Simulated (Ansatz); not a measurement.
Compare A (`B[CH2][Zn][CH3]`) with its isomer B (`BC[CH2][ZnH]`).

Isolated molecules relaxed with PBE0-D4/def2-TZVP in Ansatz; ΔE leaves out vibrations. CCSD(T)/CBS is the MP2 limit (def2-TZVPP, def2-QZVPP) plus CCSD(T) − MP2 in def2-TZVPP, frozen cores. Functionals use def2-TZVPP. B3LYP here is the variant with VWN-RPA as its local correlation; programs differ in this. For Zn outer-core shells are correlated without core-valence functions, which leaves a few kJ/mol of doubt a bond. Scalar relativity is left out up to krypton. Each species was taken in one conformer, which may not be the lowest.

Task: Which is lower in electronic energy at CCSD(T)/CBS, and by how much? (Estimate.)

Result: Computed: A, by 105.7 kJ/mol.

Task: Give E(B) − E(A) in kJ/mol with B3LYP-D4, CCSD(T)/def2-TZVPP, MP2/def2-TZVPP, r2SCAN-D4, CCSD/def2-TZVPP, B2PLYP, PBE-D4. (Estimate.)

Result: Ansatz gave: B3LYP-D4 98.7, CCSD(T)/def2-TZVPP 104.2, MP2/def2-TZVPP 110.9, r2SCAN-D4 104.6, CCSD/def2-TZVPP 101.0, B2PLYP 105.3, PBE-D4 102.5. None reverses the order clearly.

Largest T1 diagnostic: 0.014.

In def2-TZVPP, CCSD(T) changes the Hartree–Fock value by +15.6 kJ/mol (the triples alone add +3.2 kJ/mol) and MP2 by +22.3 kJ/mol. The D4 term adds −4.4 kJ/mol with B3LYP and −2.3 kJ/mol with PBE0; it sums over pairs of atoms, weighted by their polarisabilities, and B3LYP, whose exchange is more repulsive, gets the larger term.
